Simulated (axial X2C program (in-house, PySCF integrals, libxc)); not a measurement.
# How the levels of OSmO (f(δφ)4 f(π)0 orbitals) move with the bond length

Computed with an axial X2C code built on PySCF integrals: two-component X2C with atomic mean-field Coulomb and Gaunt terms, basis O dyall-v2z, Sm dyall-v2z (cores contracted in-house). Orbitals come from Hartree–Fock averaged over the configuration Sm f(δφ)4 f(π)0; CI then distributes these electrons over the f(δφ), f(π) shells of Sm.

At O–Sm–O held linear, both bonds 1.742 Å:

| Ω | energy (cm⁻¹) | g∥ | configuration |
| --- | --- | --- | --- |
| 0 | 0 | 0.00 | 99% f(δφ)4 |
| 1 | 1117 | 3.65 | 98% f(δφ)4 |
| 2 | 3861 | 7.33 | 98% f(δφ)4 |
| 0 | 12348 | 0.00 | 99% f(δφ)4 |
| 6 | 13119 | 13.87 | 99% f(δφ)4 |
| 5 | 13918 | 10.11 | 98% f(δφ)4 |
| 5 | 15036 | 11.98 | 98% f(δφ)4 |
| 4 | 15948 | 6.78 | 96% f(δφ)4 |
| 0 | 16166 | 0.00 | 97% f(δφ)4 |
| 1 | 17392 | 2.36 | 97% f(δφ)4 |
| 10 | 17820 | 20.55 | 100% f(δφ)4 |
| 4 | 19464 | 8.38 | 96% f(δφ)4 |
| 6 | 20199 | 12.12 | 98% f(δφ)4 |
| 5 | 20474 | 10.04 | 100% f(δφ)4 |

g∥ is the magnitude of 2⟨Lz + ge Sz⟩ for the +Ω component. The lowest 14 levels at most are listed.

At O–Sm–O held linear, both bonds 2.056 Å:

```tsv
Ω	energy (cm⁻¹)	g∥	configuration
0	0	0.00	99% f(δφ)4
1	1765	3.53	99% f(δφ)4
2	5675	7.05	98% f(δφ)4
5	11835	12.21	100% f(δφ)4
0	12470	0.00	99% f(δφ)4
6	12549	13.72	100% f(δφ)4
5	14836	10.31	98% f(δφ)4
0	16477	0.00	98% f(δφ)4
10	16866	20.78	100% f(δφ)4
4	17378	7.50	96% f(δφ)4
4	18505	8.21	98% f(δφ)4
1	18645	2.30	98% f(δφ)4
6	19829	12.28	99% f(δφ)4
5	20313	10.14	100% f(δφ)4
```

The lowest level lies 20741 cm⁻¹ above the lowest at the first distance.

(1) How does the gap from the lowest to the fifth level change between the two distances?

There is no dynamic correlation: spin–orbit spacings and, for f shells, spacings inside one term are the most reliable numbers, splittings between terms come out too wide, and energies between configurations are not reliable, so the lowest level need not be the ground state of the molecule. At most 6 roots were kept for each Ω > 0 (twice that for Ω = 0) within 3.5 eV of the lowest, so higher up levels can be missing between those listed; levels with Ω > 0 are doubly degenerate and listed once, Ω = 0 levels singly. States that fill the shells left empty in the average are placed too high. The molecule was held linear; bending was not examined.

## Answers

(1) From 13119 to 12470 cm⁻¹, a factor of 0.95.
